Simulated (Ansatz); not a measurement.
`F[Si](F)(Cl)Br`, charge 0, multiplicity 1.

(1) Give a relaxed structure at PBE0-D4/def2-TZVP (the Gaussian-basis code of Ansatz). (An estimate is asked.)

## Answers

(1) The calculation gave: 
Cartesian coordinates in Å:
```
F 1.5237 0.0020 -0.5790
Si 0.0399 -0.0623 -0.0649
F -0.5134 -1.4970 -0.3903
Cl -1.0566 1.3039 -1.0488
Br 0.0064 0.2534 2.0830
```
Point group Cs.
